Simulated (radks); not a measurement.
Task: Ru18+, 26 electrons, occupied as [Ar] 3d8 (the NIST ground configuration). Calculated with a radial shooting solver on a logarithmic mesh with Libxc functionals: scalar-relativistic Kohn-Sham, SCAN, spin-polarised, spherical densities, finite nucleus; open shells are filled with parallel spins first (spin-orbit coupling, left out, can overturn this in heavy ions); meta-GGA in the generalised Kohn-Sham scheme; Fermi nuclear charge, rms radius 4.4809 fm. Some entries of the table are withheld. Estimate them.

orbital  occ.  eigenvalue (hartree)  <r> (bohr)  <1/r> (bohr^-1)
1s up       1             -827.5607     0.03344            45.87
1s down     1             -827.5566     0.03344            45.87
2s up       1             -136.0859      0.1453            10.40
2s down     1             -135.9095      0.1452            10.41
2p up       3             -123.8412      0.1267            10.07
2p down     3             -123.7045      0.1266            10.08
3s up       1             -38.57051      0.3899            3.727
3s down     1             -38.33998      0.3908            3.714
3p up       3             -34.48646      0.3869              (1)
3p down     3             -34.24953      0.3880              (2)
3d up       5             -28.13628         (3)            3.363
3d down     3             -27.86026         (4)            3.353

Result: 
(1) 3p up <1/r> (bohr^-1): 3.565
(2) 3p down <1/r> (bohr^-1): 3.552
(3) 3d up <r> (bohr): 0.3595
(4) 3d down <r> (bohr): 0.3609
